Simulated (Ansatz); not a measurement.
Computed with B3LYP-D3(BJ)/def2-TZVP run with Ansatz (a program for electronic structure). No frequencies were computed at this level.

Ansatz 0.2 input:
```yaml
crystal:
  periodic: [false, false, false]
  atoms:
    - { symbol: N, position_ang: [-1.586805, -0.866574, 0.170143] }
    - { symbol: In, position_ang: [0.138887, 0.239305, -0.062147] }
    - { symbol: N, position_ang: [1.986429, -0.672751, -0.07729] }
    - { symbol: S, position_ang: [-0.12732, 2.631745, -0.291902] }
    - { symbol: H, position_ang: [-1.40813, -1.837113, -0.068964] }
    - { symbol: H, position_ang: [-2.332486, -0.553074, -0.445231] }
    - { symbol: H, position_ang: [2.023761, -1.440897, 0.587097] }
    - { symbol: H, position_ang: [2.722127, -0.022021, 0.184797] }
    - { symbol: H, position_ang: [-1.416462, 2.521379, 0.003495] }
basis:
  gaussian: { orbitals: def2-tzvp }
hamiltonian:
  xc: b3lyp
  dispersion: d3bj
relax:
  max_steps: 150
```

Output:

```
Functional definition: B3LYP
1266 factors; their error is unknown
mean field evaluation 1: about -19058.2998 eV, gradient 9.6e1 eV
mean field evaluation 2: about -18999.6830 eV, gradient 1.6e2 eV
mean field evaluation 4: about -19075.6464 eV, gradient 1.4e1 eV
mean field evaluation 8: about -19076.1284 eV, gradient 1.2e-1 eV
mean field evaluation 16: about -19076.1751 eV, gradient 4.3e-3 eV
mean field -19076.17513109 eV, -701.0365057717 hartree, gradient 3.1e-5 eV, S^2 0.000000; 0 other end points of the search recorded, 0 dependent functions left out
reference -19076.17541695 eV, -701.0365162767 hartree; 28, 28 occupied and 151, 151 virtual orbitals, 1266 factors
relax step   1: F+E_penalty+E_count = -19076.50286385 eV  Δ(F+E_penalty+E_count) = +0.000e0 eV  max|allowed force component| = 4.756e-1 eV/Å  Δτ_max = 0.0000 Å  (31 SCF iters, accepted)
these checks for a lower state are left out or cut short: starts, cluster_reference, orbital_swaps, neighbouring_geometries, increment
1266 factors; their error is unknown
mean field -19076.18731115 eV, -701.0369533806 hartree, gradient 1.8e-5 eV, S^2 0.000000; 0 other end points of the search recorded, 0 dependent functions left out
reference -19076.18759745 eV, -701.0369639021 hartree; 28, 28 occupied and 151, 151 virtual orbitals, 1266 factors
relax step   2: F+E_penalty+E_count = -19076.51316522 eV  Δ(F+E_penalty+E_count) = -1.030e-2 eV  max|allowed force component| = 3.805e-1 eV/Å  Δτ_max = 0.1922 Å  (30 SCF iters, accepted)
these checks for a lower state are left out or cut short: starts, cluster_reference, orbital_swaps, neighbouring_geometries, increment
1266 factors; their error is unknown
mean field evaluation 32: about -19076.2058 eV, gradient 4.0e-3 eV
mean field -19076.20578506 eV, -701.0376322842 hartree, gradient 9.2e-6 eV, S^2 0.000000; 0 other end points of the search recorded, 0 dependent functions left out
reference -19076.20607021 eV, -701.0376427633 hartree; 28, 28 occupied and 151, 151 virtual orbitals, 1266 factors
relax step   3: F+E_penalty+E_count = -19076.53295779 eV  Δ(F+E_penalty+E_count) = -1.979e-2 eV  max|allowed force component| = 3.800e-1 eV/Å  Δτ_max = 0.1146 Å  (32 SCF iters, accepted)
these checks for a lower state are left out or cut short: starts, cluster_reference, orbital_swaps, neighbouring_geometries, increment
1266 factors; their error is unknown
mean field -19076.20393334 eV, -701.0375642348 hartree, gradient 1.1e-5 eV, S^2 0.000000; 0 other end points of the search recorded, 0 dependent functions left out
reference -19076.20421913 eV, -701.0375747375 hartree; 28, 28 occupied and 151, 151 virtual orbitals, 1266 factors
relax step   4: F+E_penalty+E_count = -19076.53047606 eV  Δ(F+E_penalty+E_count) = +2.482e-3 eV  max|allowed force component| = 3.992e-1 eV/Å  Δτ_max = 0.0895 Å  (33 SCF iters, rejected (line search))
these checks for a lower state are left out or cut short: starts, cluster_reference, orbital_swaps, neighbouring_geometries, increment
1266 factors; their error is unknown
mean field -19076.21539898 eV, -701.0379855893 hartree, gradient 8.9e-6 eV, S^2 0.000000; 0 other end points of the search recorded, 0 dependent functions left out
reference -19076.21568421 eV, -701.0379960712 hartree; 28, 28 occupied and 151, 151 virtual orbitals, 1266 factors
relax step   5: F+E_penalty+E_count = -19076.54259141 eV  Δ(F+E_penalty+E_count) = -9.634e-3 eV  max|allowed force component| = 1.269e-1 eV/Å  Δτ_max = 0.0284 Å  (34 SCF iters, accepted)
these checks for a lower state are left out or cut short: starts, cluster_reference, orbital_swaps, neighbouring_geometries, increment
1266 factors; their error is unknown
mean field -19076.21824232 eV, -701.0380900802 hartree, gradient 1.1e-5 eV, S^2 0.000000; 0 other end points of the search recorded, 0 dependent functions left out
reference -19076.21852746 eV, -701.0381005590 hartree; 28, 28 occupied and 151, 151 virtual orbitals, 1266 factors
relax step   6: F+E_penalty+E_count = -19076.54521922 eV  Δ(F+E_penalty+E_count) = -2.628e-3 eV  max|allowed force component| = 4.030e-2 eV/Å  Δτ_max = 0.0735 Å  (33 SCF iters, accepted)
these checks for a lower state are left out or cut short: starts, cluster_reference, orbital_swaps, neighbouring_geometries, increment
1266 factors; their error is unknown
mean field -19076.21883791 eV, -701.0381119678 hartree, gradient 9.4e-6 eV, S^2 0.000000; 0 other end points of the search recorded, 0 dependent functions left out
reference -19076.21912319 eV, -701.0381224514 hartree; 28, 28 occupied and 151, 151 virtual orbitals, 1266 factors
relax step   7: F+E_penalty+E_count = -19076.54569425 eV  Δ(F+E_penalty+E_count) = -4.750e-4 eV  max|allowed force component| = 9.851e-3 eV/Å  Δτ_max = 0.0428 Å  (33 SCF iters, accepted)
these checks for a lower state are left out or cut short: starts, cluster_reference, orbital_swaps, neighbouring_geometries, increment
1266 factors; their error is unknown
mean field evaluation 64: about -19076.1714 eV, gradient 1.8e-3 eV
mean field -19076.21891551 eV, -701.0381148195 hartree, gradient 9.3e-6 eV, S^2 0.000000; 0 other end points of the search recorded, 0 dependent functions left out
reference -19076.21920074 eV, -701.0381253015 hartree; 28, 28 occupied and 151, 151 virtual orbitals, 1266 factors
relax step   8: F+E_penalty+E_count = -19076.54580450 eV  Δ(F+E_penalty+E_count) = -1.103e-4 eV  max|allowed force component| = 1.268e-2 eV/Å  Δτ_max = 0.0141 Å  (33 SCF iters, accepted)
these checks for a lower state are left out or cut short: starts, cluster_reference, orbital_swaps, neighbouring_geometries, increment
1266 factors; their error is unknown
mean field -19076.21895584 eV, -701.0381163014 hartree, gradient 9.5e-6 eV, S^2 0.000000; 0 other end points of the search recorded, 0 dependent functions left out
reference -19076.21924111 eV, -701.0381267849 hartree; 28, 28 occupied and 151, 151 virtual orbitals, 1266 factors
relax step   9: F+E_penalty+E_count = -19076.54581495 eV  Δ(F+E_penalty+E_count) = -1.044e-5 eV  max|allowed force component| = 1.504e-3 eV/Å  Δτ_max = 0.0032 Å  (36 SCF iters, accepted)
1266 factors; their error is unknown
mean field evaluation 96: about -19076.2190 eV, gradient 2.6e-2 eV
mean field -19076.21895584 eV, -701.0381163014 hartree, gradient 9.5e-6 eV, S^2 0.000000; 1 other end points of the search recorded, 0 dependent functions left out
reference -19076.21924111 eV, -701.0381267849 hartree; 28, 28 occupied and 151, 151 virtual orbitals, 1266 factors
Total energy: -19076.54610022 eV, -701.0501386355 hartree
Atom 0 at    -1.547219    -0.934758     0.150957 Å, force     0.000145    -0.001504    -0.000180 eV/Å
Atom 1 at     0.116966     0.231800    -0.018394 Å, force    -0.000877     0.000892    -0.000042 eV/Å
Atom 2 at     1.973837    -0.604832    -0.027412 Å, force     0.000162    -0.000508    -0.000025 eV/Å
Atom 3 at    -0.074554     2.624431    -0.209606 Å, force     0.001112     0.000132     0.000120 eV/Å
Atom 4 at    -1.447103    -1.886973    -0.176679 Å, force    -0.000440     0.000068     0.000052 eV/Å
Atom 5 at    -2.395366    -0.547478    -0.241032 Å, force     0.000736     0.000549     0.000251 eV/Å
Atom 6 at     2.062086    -1.488131     0.457703 Å, force     0.000114     0.000102     0.000033 eV/Å
Atom 7 at     2.729768     0.001111     0.262556 Å, force     0.000337    -0.000108     0.000048 eV/Å
Atom 8 at    -1.418415     2.604828    -0.198095 Å, force    -0.001288     0.000378    -0.000254 eV/Å
Dipole moment:    -0.107471    -0.314881     0.023545 e Å
```

Cost: roughly 80 core-seconds.
